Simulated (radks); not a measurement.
Results of a calculation; reference values are marked as such.
Species: the molybdenum ion Mo2.2+. Configuration: [Ar] 3d10 4s2 4p(1/2: 2, 3/2: 3.8) 4d4 (fractional occupations, a model configuration). Level of theory: Dirac Kohn-Sham, PBE, spin-unpolarised, spherical densities, finite nucleus; open shells fill j = l - 1/2 first; Fermi nuclear charge, rms radius 4.4091 fm (a radial shooting solver on a logarithmic mesh with Libxc functionals).

X-ray form factor f0, the Fourier transform of the density (f0(0) = 39.8):

sin(theta)/lambda (1/angstrom),f0 (electrons)
0.05,39.256
0.1,37.753
0.15,35.608
0.2,33.177
0.25,30.738
0.3,28.464
0.4,24.663
0.5,21.801
0.6,19.579
0.8,16.013
1,12.958
1.25,9.902
1.5,7.844
2,5.820
